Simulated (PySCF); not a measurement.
Radial density of O⁺ (oxygen, charge +1)

wB97X, [He] 2s1 2p3 3d1, high-spin 6D determinant (an excited configuration). All numbers are calculated (PySCF 2.14, scalar relativity by spin-free X2C-1e, in dyall-av3z (15s9p3d2f, 71 functions)).

| r (bohr) | 4πr²ρ (e/bohr) | 4πr²(ρα − ρβ) |
| --- | --- | --- |
| 0.00267 | 0.02800 | 0.0008 |
| 0.00448 | 0.07584 | 0.0022 |
| 0.00754 | 0.2018 | 0.0059 |
| 0.0127 | 0.5204 | 0.0153 |
| 0.0213 | 1.272 | 0.0374 |
| 0.0359 | 2.836 | 0.0833 |
| 0.0604 | 5.420 | 0.1592 |
| 0.102 | 8.017 | 0.2425 |
| 0.171 | 7.865 | 0.3419 |
| 0.287 | 4.502 | 0.8632 |
| 0.483 | 3.125 | 2.5758 |
| 0.813 | 3.871 | 3.8584 |
| 1.37 | 1.984 | 1.9841 |
| 2.30 | 0.6716 | 0.6716 |
| 3.87 | 0.1525 | 0.1525 |
| 6.51 | 2.433e-05 | 0.0000 |

Densities and radii are taken from the X2C orbitals without a picture-change correction, which distorts them close to the nucleus.

The outer electron is Rydberg-like, and this basis confines it to a smaller radius and binds it less than a complete one would.
